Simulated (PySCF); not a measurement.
# Deuteron quadrupole couplings in `O=C1OC[C@@H](F)[C@@H](F)O1`

C4H4F2O3.
Structure used (GFN2-xTB), in Å, numbered top down from 1:
```xyz
13
C4H4F2O3 angstrom
O      2.937   -0.219   -0.363
C      1.769   -0.148   -0.176
O      1.004   -1.236   -0.147
C     -0.402   -1.203    0.054
C     -0.974    0.131   -0.413
F     -2.297    0.229   -0.098
C     -0.152    1.206    0.308
F     -0.291    1.042    1.660
O      1.183    1.080   -0.035
H     -0.625   -1.338    1.120
H     -0.813   -2.043   -0.510
H     -0.880    0.268   -1.498
H     -0.464    2.233    0.080
```

Level: B3LYP/pcJ-1 (PySCF, non-relativistic); Q(2H) = 0.00286 b; rigid geometry, the same for H and D, with no vibrational averaging.

Tabulate Vzz, the asymmetry η and χzz = 234.96 MHz × Q × Vzz for every hydrogen position.

```json
{"atom": "H10", "bonded to": "C4", "bond length (Å)": "1.098", "Vzz (au)": "0.2668", "η": "0.06", "χzz (kHz)": "179"}
{"atom": "H11", "bonded to": "C4", "bond length (Å)": "1.093", "Vzz (au)": "0.2793", "η": "0.07", "χzz (kHz)": "188"}
{"atom": "H12", "bonded to": "C5", "bond length (Å)": "1.098", "Vzz (au)": "0.2655", "η": "0.07", "χzz (kHz)": "178"}
{"atom": "H13", "bonded to": "C7", "bond length (Å)": "1.097", "Vzz (au)": "0.2638", "η": "0.03", "χzz (kHz)": "177"}
```

Give the 2H NMR doublet splittings at H10 for a magnetic field along the z, y and x axes of the gradient: 3χ/2, 3χ(1 + η)/4, 3χ(1 − η)/4.

With |χ| = 179.3 kHz and η = 0.064: 269, 143 and 126 kHz, to first order and without motion.

Geometry: GFN2-xTB, one conformer, isolated molecule. GFN2-xTB bond lengths can be off by several hundredths of an ångström, more for odd bonds, and the gradients follow them. With a basis this small, the couplings can be 20 % off.
